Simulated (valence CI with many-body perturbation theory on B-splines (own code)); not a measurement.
Values are calculated unless marked as measured or tabulated.
# Basis-set convergence for Os LXIII

Level of theory: relativistic CI+MBPT: four valence electrons over a frozen Dirac-Fock core [Ne], radial functions for each j: 9 s, 9 p, 8 d, 6 f, 3 g, 1 h, with the one-electron correlation potential Σ1, the two-electron term Σ2, the three-electron term Σ3, Breit, model QED; selected CI, second order for the rest, scaled by the run's own slope (own B-spline code, finite nucleus).

The last digits are not significant, and no measured levels were compared; by estimate large intervals hold to a few tenths of a per cent, small ones and those within an open d or f shell to about a per cent.

The reference run has the lowest level (3s^2 3p1/2^2) J=0 and an ionisation energy of 7041.13 eV. Its largest variational space holds 19997 state functions.

Levels are named by their leading jj configuration (3d3/2^4 stands for four electrons in 3d with j = 3/2), which in mixed levels can hold well under half, so a name can repeat and another be missing.

Changed runs:
A. basis 6 s, 6 p, 5 d, 3 f, 1 g
B. basis 5 s, 5 p, 4 d, 2 f

Excitation energies of the reference run in cm⁻¹, and shifts in cm⁻¹:

| Level | Reference | A | B |
| --- | --- | --- | --- |
| (3s^2 3p1/2 3p3/2) J=1 | 3197360 | -115 | -336 |
| (3s^2 3p1/2 3p3/2) J=2 | 3274750 | +10 | +85 |
| (3s 3p1/2^2 3p3/2) J=2 | 4619100 | -129 | -361 |
| (3s 3p1/2^2 3p3/2) J=1 | 4847240 | -21 | -6.6 |
| (3s^2 3p1/2 3d3/2) J=2 | 5034250 | +83 | +275 |
| (3s^2 3p1/2 3d3/2) J=1 | 5403960 | +339 | +1291 |
| (3s^2 3p1/2 3d5/2) J=2 | 5940100 | +127 | +479 |
| (3s^2 3p1/2 3d5/2) J=3 | 5950570 | +247 | +881 |
| (3s 3p1/2^2 3d3/2) J=1 | 6491480 | +21 | +93 |
| (3s^2 3p3/2^2) J=2 | 6526900 | -70 | -135 |
| (3s 3p1/2^2 3d3/2) J=2 | 6558100 | +93 | +369 |
| (3s^2 3p3/2^2) J=0 | 6701700 | +5.7 | +136 |
| Ionisation energy (eV) | 7041.13 | -0.034 | -0.12 |
